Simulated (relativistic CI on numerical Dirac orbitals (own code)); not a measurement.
## Zr²⁺ (4d2) in a crystal field

Calculated by Dirac-Coulomb-Breit CI, KLI orbitals optimised for each configuration, QED by a radiative potential, valence Slater integrals scaled by 0.7, one configuration in a parametric crystal field (own radial code).

Field parameters in Wybourne normalisation: Oh B⁴₀ = 21Dq, B⁴₄ = √(5/14) B⁴₀. The field is a parameter set, without covalency.

S is read from ⟨S²⟩ = S(S + 1).

Site symmetry Oh; labels are those of the double group. Computed levels in cm⁻¹ above the lowest, in rising order:

| Δ (size of 10Dq) | Lowest | No. 2 | No. 3 | No. 4 | No. 5 | No. 6 | No. 7 | No. 8 |
| --- | --- | --- | --- | --- | --- | --- | --- | --- |
| 4700 | E | 51 T2 | 563 T1 | 831 A1 | 4278 T2 | 4284 A2 | 4570 T1 | 4607 E |
| 8500 | E | 27 T2 | 512 T1 | 751 A1 | 6713 T2 | 7010 E | 7821 A2 | 8049 T2 |
| 12250 | E | 17 T2 | 482 T1 | 705 A1 | 6779 T2 | 6916 E | 11423 A2 | 11538 T2 |
| 16000 | E | 13 T2 | 462 T1 | 675 A1 | 6752 T2 | 6849 E | 14958 A1 | 15078 A2 |
| 19800 | E | 10 T2 | 448 T1 | 653 A1 | 6724 T2 | 6799 E | 15175 A1 | 18811 A2 |
| 23550 | E | 8 T2 | 437 T1 | 637 A1 | 6700 T2 | 6762 E | 15316 A1 | 22513 A2 |
| 27350 | E | 7 T2 | 429 T1 | 624 A1 | 6680 T2 | 6733 E | 15418 A1 | 26275 A2 |
| 31100 | E | 6 T2 | 422 T1 | 614 A1 | 6664 T2 | 6710 E | 15493 A1 | 29996 A2 |
| 34850 | E | 5 T2 | 417 T1 | 606 A1 | 6650 T2 | 6691 E | 15550 A1 | 33722 A2 |
| 38650 | E | 4 T2 | 412 T1 | 599 A1 | 6638 T2 | 6675 E | 15597 A1 | 37502 A2 |
| 42400 | E | 4 T2 | 409 T1 | 594 A1 | 6629 T2 | 6662 E | 15634 A1 | 41236 A2 |

Ground-state S against |10Dq| in cm⁻¹: 4700: 1.00, 8500: 1.00, 12250: 1.00, 16000: 1.00, 19800: 1.00, 23550: 1.00, 27350: 1.00, 31100: 1.00, 34850: 1.00, 38650: 1.00, 42400: 1.00.

No abrupt spin change occurs in this range.
